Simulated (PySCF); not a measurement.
Relaxation of singlet SbCl₃

Method: PySCF, PBE0, basis Sb def2-TZVP with ECP28, Cl def2-TZVP (scalar-relativistic core potentials, no spin–orbit coupling, density fitting). A (50,194) grid was used.

A hand-made T-shaped start, of C2v symmetry, held to at least that symmetry:

```xyz
4
charge 0 multiplicity 1, angstrom
Sb    0.0000    0.0000   -0.3959
Cl    0.0000    0.0000    1.9941
Cl    2.3885    0.0000   -0.3125
Cl   -2.3885    0.0000   -0.3125
```

(1) What forces act on the atoms at the start (eV/Å)?

(2) What does it relax to?

(3) How much energy is released, and in how many steps?

Results:

(1) 
| atom | Fx | Fy | Fz |
| --- | --- | --- | --- |
| Sb1 | 0.00 | 0.00 | 0.95 |
| Cl2 | 0.00 | 0.00 | -0.91 |
| Cl3 | 0.73 | 0.00 | -0.02 |
| Cl4 | -0.73 | 0.00 | -0.02 |

(2) It ends at C2v with Sb–Cl 2.306 Å, Sb–Cl 2.454 Å (×2); Cl–Sb–Cl 90.0° (×2), Cl–Sb–Cl 179.9°. A frequency run shows 1 imaginary mode, down to 135i cm⁻¹, so it is a saddle point.

(3) 8.7 kJ/mol in 5 steps.

The relaxation took of the order of 70 core-seconds on a shared host.
